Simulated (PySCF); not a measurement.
Si(Me)2(OH)2 (C2H8O2Si), SMILES C[Si](C)(O)O.

The structure is a stationary point at B3LYP-D3(BJ)/def2-SVP. The values are those of a single conformer.

All values below come from PBE/def2-TZVP (PySCF).

Isolated molecule, no solvent.

Computed frontier levels, gap, dipole moment and polarisability:
The highest occupied level is -6.70 eV and the lowest empty level comes out as -0.29 eV. The orbital gap is 6.41 eV, the dipole moment is 2.14 D and the quadrupole, principal values (traceless, Buckingham form, about the centre of nuclear charge) is -5.86, -1.80, 7.66 D·Å. The mean static polarisability is 57.7 bohr³ (8.55 Å³) and the polarisability, principal values comes out as 54.0, 56.9, 62.2 bohr³.
